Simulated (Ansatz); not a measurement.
Basis sets compared for B(NHMe2)Cl3 (C2H7BCl3N). The state is a singlet with charge 0. Geometry PBE-D4/def2-SVP. Ansatz on 2 threads of AMD EPYC 7R13 on a shared host and a share (18 GiB) of an NVIDIA H100 80GB HBM3; times are rough, and most runs start from earlier orbitals.

```xyz
14

B     0.804    0.127    1.281
N     0.246   -0.107   -0.259
C    -0.273    1.137   -0.895
C    -0.740   -1.218   -0.368
H     1.105   -0.390   -0.761
H     0.513    1.910   -0.850
H    -1.147    1.478   -0.311
H    -0.566    0.932   -1.942
H    -1.021   -1.373   -1.428
H    -0.290   -2.131    0.057
H    -1.629   -0.943    0.229
Cl    2.106    1.429    1.149
Cl    1.533   -1.489    1.798
Cl   -0.641    0.638    2.300
```

Binding counts from free atoms (B doublet, N quartet, C triplet, H doublet, Cl doublet) in the same basis, without a counterpoise term.

```tsv
level	functions	energy (Eh)	HOMO (eV)	LUMO (eV)	binding per atom (eV)	wall time
PBE-D4/def2-SVP	145	-1539.4620	-6.23	-0.15	3.95	2.4 s
PBE-D4/def2-TZVP	277	-1540.1085	-6.54	-0.61	3.89	9.5 s
PBE0-D4/def2-SVP	145	-1539.6074	-7.69	0.74	3.89	3.8 s
PBE0-D4/def2-TZVP	277	-1540.2440	-7.94	0.23	3.83	8.5 s
```

Estimate the rows for PBE-D4/def2-TZVPD, PBE0-D4/def2-TZVPD.


```csv
level,functions,energy (Eh),HOMO (eV),LUMO (eV),binding per atom (eV),wall time
PBE-D4/def2-TZVPD,349,-1540.1115,-6.62,-1.07,3.89,9.5 s
PBE0-D4/def2-TZVPD,349,-1540.2464,-7.99,-0.39,3.83,9 s
```
